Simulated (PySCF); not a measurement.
ZrH4, SMILES [ZrH4], multiplicity 1. Heavy atoms are numbered as in [ZrH4:1]. Hydrogens are named by the atom that carries them.

Geometry optimised at r2SCAN-D4/def2-TZVPD. The multiplicity is an assumed one; other spin states were not compared. The def2 effective core potentials stand for the cores of Zr; spin–orbit coupling is left out.

The numbers are results of PBE/def2-TZVPD (PySCF), not measurements.

Mulliken values depend strongly on the basis, most of all with diffuse functions as here. ESP charges are fitted to the potential on shells at 1.4 to 2.0 van der Waals radii. Atomic charges (e), one atom of each kind:

| atom | Mulliken | ESP fit |
|---|---|---|
| Zr1 (ZrH4) | 0.38 | ___ |
| H on Zr1 | -0.09 | ___ |

Q: Complete the blanks. (The exact figures need the calculation; the answer reports its results.)

A: 
- Zr1 (ZrH4), ESP fit: 1.15
- H on Zr1, ESP fit: -0.29
